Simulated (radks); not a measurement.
Problem. All-electron atom: the krypton ion Kr2+ in [Ar] 3d10 4p6 (not the ground configuration). Method: Dirac Kohn-Sham, BLYP, spin-unpolarised, spherical densities, point nucleus; computed with a radial shooting solver on a logarithmic mesh with Libxc functionals.

Spin-orbit splittings of the eigenvalues, e(l+1/2) - e(l-1/2), with zeta = 2 splitting/(2l+1) and mean radii in bohr:

shell  occ.  splitting (eV)  zeta (eV)  <r> j=l-1/2  <r> j=l+1/2
2p        6           53.87      35.92       0.1573       0.1613
3p        6               ?          ?       0.5331       0.5435
3d       10           1.310     0.5239       0.5515       0.5554
4p        6          0.8453     0.5636        1.693        1.724

Estimate the 3p splitting.

Solution. 7.939 eV (zeta = 5.293 eV).
